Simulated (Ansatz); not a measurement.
`[GaH2][AsH2]` + H₂Se → `[GaH2][SeH]` + arsine  (cleavage of the Ga–As bond)

Program: Ansatz. Geometries: PBE0-D4/def2-TZVP. ΔE: electronic, gas phase. CBS: MP2 limit from def2 TZ/QZ plus the TZ coupled-cluster correction, frozen cores. Functionals use def2-TZVPP. For As, Ga, Se outer-core shells are correlated without core-valence functions, which leaves a few kJ/mol of doubt a bond. Scalar relativity is left out up to krypton.

```json
{"level": "BLYP-D4", "ΔE (eV)": "-0.56"}
{"level": "r2SCANh-D4", "ΔE (eV)": "-0.58"}
{"level": "CCSD/def2-TZVPP", "ΔE (eV)": "-0.57"}
{"level": "HF/CBS(def2)", "ΔE (eV)": "-0.63"}
```

**Question.** What does CCSD(T)/CBS give? (Estimate.)

**Answer.** The calculation gave: -0.57 eV. The listed levels differ from it by 0.01, -0.01, 0.00, -0.06 eV.

Largest T1 diagnostic among the species: 0.012.

Leaving LDA and LC-ωPBE aside and taking each functional with its dispersion term where it has one, the values, not all of them listed here, spread over 0.06 eV, from B97M-V to revPBE-D4. At CCSD(T), def2-SVP lies −0.04 eV from the extrapolated value and def2-TZVPP +0.00 eV. In def2-TZVPP, CCSD(T) changes the Hartree–Fock value by +0.06 eV (the triples alone add −0.00 eV) and MP2 by +0.05 eV.
